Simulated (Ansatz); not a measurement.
Ideal-gas functions of `[NH2][Ga]([F])[F]` at 500 K and 1 bar, from an Ansatz frequency run at PBE0-D4/def2-TZVP.

Molar mass 123.74 g/mol, point group Cs (symmetry number 1), electronic degeneracy 1, moments of inertia 83.329, 88.505, 171.68 u Å². Harmonic wavenumbers (cm⁻¹, unscaled): 157, 181, 194, 249, 352, 666, 718, 765, 791, 1555, 3620, 3730.

Use S(trans) = R[1.5 ln M + 2.5 ln T − 1.1517]; rotational temperatures θ = 24.2544 K / I; S(rot) = R[ln(√π/σ · √(T³/θAθBθC)) + 1.5]; for each mode x = 1.438777 ν̃/T, S = R[x/(eˣ − 1) − ln(1 − e⁻ˣ)] and H = RT x/(eˣ − 1); 1 cm⁻¹ = 0.0119627 kJ/mol; R = 8.31446 J/(mol·K).

Task: By hand: the entropy, in J/(mol·K).

Result: Translation 179.7. Rotation: θ = 0.2911, 0.274, 0.1413 K, giving 113.4. Vibration, mode by mode: 14.99, 13.83, 13.27, 11.26, 8.55, 4.07, 3.62, 3.25, 3.07, 0.52, 0.00, 0.00, in all 76.4. Electronic 0.0. Sum 369.5 J/(mol·K).

Task: By hand: H − E and G − E in kJ/mol, counted from the electronic energy.

Result: Zero-point energy ½ × 12978 × 0.0119627 = 77.6; thermal vibration 19.9; translation, rotation and pV give 4 RT = 16.6. H − E = 114.1 kJ/mol, and G − E = 114.1 − 500 × 369.5/1000 = -70.7 kJ/mol.

Vibration gives 21 % of the entropy. The sum counts one conformer and one mirror image; others add a mixing term.
